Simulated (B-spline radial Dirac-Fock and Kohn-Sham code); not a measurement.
## Kohn-Sham estimates against Dirac-Fock for the levels of Fe⁸⁺

System: Fe⁸⁺, configuration 1s2 2s2 2p6 3s2 3p6.

The density-functional columns are spherical, spin-unpolarised Dirac-Kohn-Sham results without Breit or QED terms: −ε is minus the orbital energy of the initial state and ΔSCF the difference of two total energies. The reference in the last column comes from ΔSCF Dirac-Fock with Breit, self-energy and vacuum polarisation, finite nucleus, configuration average. All numbers are from a radial B-spline solver, in eV; a selection of levels is shown. For the 1s level of heavy atoms much of the gap between ΔSCF and the reference is the Breit and QED part, -11.4 eV here; for other levels the error of the functional can be larger.

```csv
level,LDA −ε,LDA ΔSCF,Dirac-Fock
K,7162.3,7329.1,7318.6
L1,1003.3,1039.3,1060.8
L2,891.5,932.9,933.0
L3,879.1,919.9,920.8
M1,255.6,270.2,277.3
M2,221.6,236.2,234.4
M3,219.6,234.0,232.5
```

For the outermost level NIST gives 233.6 ± 0.4 eV (semi-empirical); the differences from it are LDA −ε -13.96, LDA ΔSCF +0.45, Dirac-Fock -1.15 eV.

Values without a named source are computed, but for edge energies of neutral atoms, which are taken from tables.
